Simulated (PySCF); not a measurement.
Ionisation energy of B⁺ by level of theory

B⁺ [He] 2s2 (1S) → B²⁺ [He] 2s1 (2S), as a difference of total energies. Computed with PySCF 2.14 in dyall-v3z with one added diffuse shell each of s, p, d type (15s9p3d1f, 64 functions), with scalar relativity by spin-free X2C-1e. Correlated levels: valence: 1s2 frozen; virtual orbitals above 40 to 60 times the deepest correlated orbital energy dropped. The calculations carry no spin-orbit coupling.

Order these methods by the ionisation energy they give, lowest first.
A. CCSD (valence)
B. UHF
C. SCS-MP2 (valence)
D. MP2 (valence)

B (23.449 eV), D (24.473 eV), C (24.678 eV), A (25.109 eV).

Errors of the correlated levels include the incompleteness of this basis and the frozen core.

With two correlated electrons CCSD is exact in that space.

For comparison: 25.155 eV (measured; NIST Atomic Spectra Database, ionization energies).
